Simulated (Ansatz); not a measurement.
```yaml
atoms:
  - { symbol: C, position_ang: [0.0000, 0.0000, 1.3645] }
  - { symbol: C, position_ang: [0.0000, 1.2211, 0.7420] }
  - { symbol: C, position_ang: [0.0000, -1.2211, 0.7420] }
  - { symbol: C, position_ang: [0.0000, 1.2091, -0.6570] }
  - { symbol: C, position_ang: [0.0000, -1.2091, -0.6570] }
  - { symbol: C, position_ang: [0.0000, 0.0000, -1.3457] }
  - { symbol: H, position_ang: [0.0000, 2.1532, 1.2913] }
  - { symbol: H, position_ang: [0.0000, -2.1532, 1.2913] }
  - { symbol: H, position_ang: [0.0000, 2.1455, -1.2006] }
  - { symbol: H, position_ang: [0.0000, -2.1455, -1.2006] }
  - { symbol: H, position_ang: [0.0000, 0.0000, -2.4274] }
```

Basis set: pcseg-2 (spherical functions). Charge 0, multiplicity 2.

Computed with Ansatz (development build ahead of 0.2.0); each method stands on the lowest determinant of its kind that the runs found.

The atomization energy at this shape (free ground-state atoms in the same class of orbitals less the molecule, no zero-point energy) of doublet C6H5:

| method | atomization energy |
| --- | --- |
| ROHF | 41.11 eV |

Q: What does PBE (unrestricted) give?

A: 56.17 eV.

The shape needn't be a minimum at these levels.
